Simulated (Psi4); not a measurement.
H$_{2}$O$_{2}$, charge +1, doublet, geometry from GFN2-xTB (a state made from the parent by changing its charge; the spin is typed, not shown lowest); MP2/cc-pVDZ run with Psi4 1.11.

Here is a job for Psi4.
```
memory 2 GB

molecule mol {
1 2
  O     0.000290    0.645224   -0.012142
  O    -0.000290   -0.645224    0.012142
  H     0.943111    0.994035   -0.033962
  H    -0.943111   -0.994035    0.033962
}

set basis cc-pvdz
set reference uhf
set freeze_core true
set mp2_type conv
set scf_type pk
set puream true
set d_convergence 1e-8

energy('mp2')
print_variables()
```

Predict the main parts of the log of this Psi4 run.


```
   => Loading Basis Set <=

    Name: CC-PVDZ
    Role: ORBITAL
    Keyword: BASIS

         ---------------------------------------------------------
                                   SCF
               by Justin Turney, Rob Parrish, Andy Simmonett
                          and Daniel G. A. Smith
                              UHF Reference
         ---------------------------------------------------------

  ==> Geometry <==

    Molecular point group: c2h
    Full point group: C2h

    Geometry (in Angstrom), charge = 1, multiplicity = 2:

       Center              X                  Y                   Z               Mass
    ------------   -----------------  -----------------  -----------------  -----------------
         O            0.645338235593    -0.000290037962     0.000000000000    15.994914619570
         O           -0.645338235593     0.000290037962     0.000000000000    15.994914619570
         H            0.994497921303    -0.943234457341     0.000000000000     1.007825032230
         H           -0.994497921303     0.943234457341     0.000000000000     1.007825032230

  Running in c2h symmetry.

  Rotational constants: A =     11.00152  B =      1.08221  C =      0.98529 [cm^-1]
  Rotational constants: A = 329817.34659  B =  32443.77832  C =  29538.14292 [MHz]
  Nuclear repulsion =   39.328738126871023

  Charge       = 1
  Multiplicity = 2
  Electrons    = 17
  Nalpha       = 9
  Nbeta        = 8

  ==> Algorithm <==

  SCF Algorithm Type is PK.
  DIIS enabled.
  MOM disabled.
  Fractional occupation disabled.
  Guess Type is SAD.
  Energy threshold   = 1.00e-08
  Density threshold  = 1.00e-08
  Integral threshold = 1.00e-12

  ==> Primary Basis <==

  Basis Set: CC-PVDZ
    Blend: CC-PVDZ
    Number of shells: 18
    Number of basis functions: 38
    Number of Cartesian functions: 40
    Spherical Harmonics?: true
    Max angular momentum: 2

  ==> Integral Setup <==

  Using in-core PK algorithm.
   Calculation information:
      Number of atoms:                   4
      Number of AO shells:              18
      Number of primitives:             54
      Number of atomic orbitals:        40
      Number of basis functions:        38

      Integral cutoff                 1.00e-12
      Number of threads:                 1

  Performing in-core PK
  Using 549822 doubles for integral storage.
  We computed 14706 shell quartets total.
  Whereas there are 14706 unique shell quartets.

  ==> DiskJK: Disk-Based J/K Matrices <==

    J tasked:                  Yes
    K tasked:                  Yes
    wK tasked:                  No
    Schwarz Cutoff:          1E-12

  Minimum eigenvalue in the overlap matrix is 2.6424702974E-02.
  Reciprocal condition number of the overlap matrix is 7.5444205131E-03.
    Using symmetric orthogonalization.

  ==> Pre-Iterations <==

  SCF Guess: Superposition of Atomic Densities via on-the-fly atomic UHF (no occupation information).

   -------------------------
    Irrep   Nso     Nmo
   -------------------------
     Ag        14      14
     Bg         5       5
     Au         5       5
     Bu        14      14
   -------------------------
    Total      38      38
   -------------------------

  ==> Iterations <==

                        Total Energy        Delta E     RMS |[F,P]|

   @UHF iter SAD:  -150.23897992980181   -1.50239e+02   0.00000e+00
   @UHF iter   1:  -150.36854582178719   -1.29566e-01   1.72787e-02 DIIS/ADIIS
   @UHF iter   2:  -150.42414492828735   -5.55991e-02   5.27496e-03 DIIS/ADIIS
   @UHF iter   3:  -150.42926832956806   -5.12340e-03   1.62708e-03 DIIS/ADIIS
   @UHF iter   4:  -150.43000193706328   -7.33607e-04   4.64458e-04 DIIS/ADIIS
   @UHF iter   5:  -150.43009401346563   -9.20764e-05   1.76240e-04 DIIS/ADIIS
   @UHF iter   6:  -150.43011299992529   -1.89865e-05   6.32608e-05 DIIS
   @UHF iter   7:  -150.43011619082944   -3.19090e-06   1.96529e-05 DIIS
   @UHF iter   8:  -150.43011650850997   -3.17681e-07   3.83614e-06 DIIS
[...]
  @UHF Final Energy:  -150.43011651797605
    Total Energy =                       -150.4301165179760460
  DIE_IF_NOT_CONVERGED          => (empty)
[...]
  PCG_BETA_TYPE                 => (empty)
  PCG_CONVERGENCE               => (empty)
  PCG_MAXITER                   => (empty)
  PCM                           => (empty)
  PE                            => (empty)
  PRINT                         => (empty)
  PRINT_NOONS                   => (empty)
  PROPERTIES                    => (empty)
  PROPERTIES_ORIGIN             => (empty)
  PUREAM                        => TRUE            !
  QC_MODULE                     => (empty)
  RAS1                          => (empty)
  RAS2                          => (empty)
  RAS3                          => (empty)
  RAS4                          => (empty)
  RELATIVISTIC                  => (empty)
  RELAXED                       => (empty)
  REMP_A                        => (empty)
  RESTRICTED_DOCC               => (empty)
  RESTRICTED_UOCC               => (empty)
  RMS_MOGRAD_CONVERGENCE        => (empty)
  R_CONVERGENCE                 => (empty)
  SCF_TYPE                      => PK              !
  SCREENING                     => (empty)
  SCS_TYPE                      => (empty)
  SOCC                          => (empty)
  SOS_TYPE                      => (empty)
  SPIN_SCALE_TYPE               => NONE            !
  SS_SCALE                      => (empty)
  SYMMETRIZE                    => (empty)
  TPDM_ABCD_TYPE                => (empty)
  WFN                           => (empty)
  WFN_TYPE                      => OMP2            !
  WRITER_FILE_LABEL             => (empty)
  ZORA_BASIS_TOLERANCE          => (empty)
  ZORA_NR_DEBUG                 => (empty)
  ZORA_PRUNING_SCHEME           => (empty)
  ZORA_RADIAL_POINTS            => (empty)
  ZORA_SPHERICAL_POINTS         => (empty)

 ==============================================================================
 ==============================================================================
 ==============================================================================

                             MP2
                    Program Written by Ugur Bozkaya,
              Additional Contributions by J. P. Misiewicz

 ==============================================================================
 ==============================================================================
 ==============================================================================

	MO spaces per irreps...

	IRREP   FC   AOCC  BOCC  AVIR    BVIR  FV
	==========================================
	  Ag     1     3     3    10     10     0
	  Bg     0     1     0     4      5     0
	  Au     0     1     1     4      4     0
	  Bu     1     2     2    11     11     0
	==========================================

	Computing MP2 energy using SCF MOs (Canonical MP2)...
	==============================================================================
	Nuclear Repulsion Energy (a.u.)    :    39.32873812687102
	SCF Energy (a.u.)                  :  -150.43011651797605
	REF Energy (a.u.)                  :  -150.43011651797605
	Alpha-Alpha Contribution (a.u.)    :    -0.04685770588696
	Alpha-Beta Contribution (a.u.)     :    -0.27209239399664
	Beta-Beta Contribution (a.u.)      :    -0.05247687101929
	Scaled_SS Correlation Energy (a.u.):    -0.03311152563542
	Scaled_OS Correlation Energy (a.u.):    -0.32651087279597
	SCS-MP2 Total Energy (a.u.)        :  -150.78973891640743
	SOS-MP2 Total Energy (a.u.)        :  -150.75662739077202
	SCSN-MP2 Total Energy (a.u.)       :  -150.60494537333102
	SCS-MP2-VDW Total Energy (a.u.)    :  -150.82806207074486
	SOS-PI-MP2 Total Energy (a.u.)     :  -150.81104586957136
	MP2 Correlation Energy (a.u.)      :    -0.37142697090289
	MP2 Total Energy (a.u.)            :  -150.80154348887893
	==============================================================================

  Variable Map:
  ----------------------------------------------------------------------------
[...]
  Array Variable Map:
  ----------------------------------------------------------------------------
[...]
[...]
```
